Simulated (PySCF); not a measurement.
**Telling isomers of C4H3F5O apart by NMR**

- shielding tensors at PBE0/pcSseg-1 (GIAO)
- structure optimised with GFN2-xTB
- run in PySCF 2.14
- equivalent nuclei averaged, a single conformation, isolated molecule, non-relativistic

Chemical shifts δ = σref − σ; ¹H (σ = 31.72 ppm) and ¹³C (σ = 186.93 ppm) vs TMS, all at this level. Splittings of carbon signals by F and P are missing where no couplings were computed. Where no couplings were computed, multiplicities follow the n + 1 count of equivalent neighbours, and m marks all less simple cases (inequivalent or close neighbours, rings, F or P nearby). Shifts are as computed. Against solution values, carbons near 30 ppm lie about +3 ppm off and those near 130 ppm about +5 ppm. Of 1211 compounds with measured shifts, 218 miss one by over three times the rms of a fit or turn the order of signals round; such compounds aren't used in these exercises.

(1) Tabulate the signals of `C=C(OC(F)(F)F)C(F)F`, `FC(F)(F)C(F)(F)[C@@H]1CO1`, `FCO/C(F)=C\C(F)(F)F` and their relative energies.

(2) What is the quickest way to tell FC(F)(F)C(F)(F)[C@@H]1CO1 from FCO/C(F)=C\C(F)(F)F?

(3) What is the quickest way to tell C=C(OC(F)(F)F)C(F)F from FCO/C(F)=C\C(F)(F)F?

(4) What is the quickest way to tell C=C(OC(F)(F)F)C(F)F from FC(F)(F)C(F)(F)[C@@H]1CO1?

Results:

(1) 
| SMILES | carbon types | δC | δH | E rel. (kcal/mol) |
| --- | --- | --- | --- | --- |
| C=C(OC(F)(F)F)C(F)F | 2×C 1×CH 1×CH2 | 160.0, 129.6, 117.5, 105.8 | 6.34 (m, 1H), 5.86 (m, 1H), 5.65 (m, 1H) | 0.0 |
| FC(F)(F)C(F)(F)[C@@H]1CO1 | 2×C 1×CH 1×CH2 | 128.6, 119.7, 49.3, 41.5 | 3.20 (m, 1H), 3.05 (m, 1H), 2.81 (m, 1H) | 11.6 |
| FCO/C(F)=C\C(F)(F)F | 2×C 1×CH 1×CH2 | 171.1, 132.2, 100.2, 84.0 | 6.12 (m, 2H), 4.93 (m, 1H) | 4.1 |

Energies are electronic energies at PBE0/pcSseg-1 on these geometries, without zero-point or thermal terms, each for the one conformer computed, which needn't be the lowest.

(2) Both give the same number of carbon signals, with the same numbers of each carbon type, so the positions decide. The first has an epoxide ring carbon (CH2) at 41.5 ppm, the second an sp3 CH2 bonded to F and O at 100.2 ppm. Their most deshielded carbons lie at 128.6 and 171.1 ppm. In the proton spectra the most deshielded non-exchanging signals are 3.20 (m, 1H) and 6.12 (m, 2H).

(3) Both give the same number of carbon signals, with the same numbers of each carbon type, so the positions decide. The first has an allylic sp3 CH bonded to 2 F at 117.5 ppm, the second a β carbon of an enol-ether or enamine type C=C (CH) at 84.0 ppm. Their most deshielded carbons lie at 160.0 and 171.1 ppm.

(4) Both give the same number of carbon signals, with the same numbers of each carbon type, so the positions decide. The first has an allylic sp3 CH bonded to 2 F at 117.5 ppm, the second an epoxide ring carbon (CH) at 49.3 ppm. Their most deshielded carbons lie at 160.0 and 128.6 ppm. In the proton spectra the most deshielded non-exchanging signals are 6.34 (m, 1H) and 3.20 (m, 1H).
